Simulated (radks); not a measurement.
Results of a calculation; reference values are marked as such.
Valence configurations of S II (all share [Ne]). Level of theory: non-relativistic Kohn-Sham, PBE, spin-polarised, spherical densities, point nucleus; open shells are filled with parallel spins first (a radial shooting solver on a logarithmic mesh with Libxc functionals). Energies are relative to 3s2 3p3; eigenvalues in eV for spin up.

| valence | E (eV) | moment (Bohr magnetons) | e(3p) | e(3s) |
|---|---|---|---|---|
| 3s2 3p3 | 0.000 | 3 | -17.921 | -28.695 |
| 3s1.5 3p3.5 | 5.300 | 3 | -18.246 | -29.092 |
| 3s1 3p4 | 10.602 | 3 | -18.571 | -29.486 |
| 3p5 | 23.686 | 1 | -18.382 | - |

NIST lists [Ne] 3s2 3p3 as the ground configuration; this level of theory agrees among the configurations tried. The energies are those of spherical high-spin densities, not of single terms.
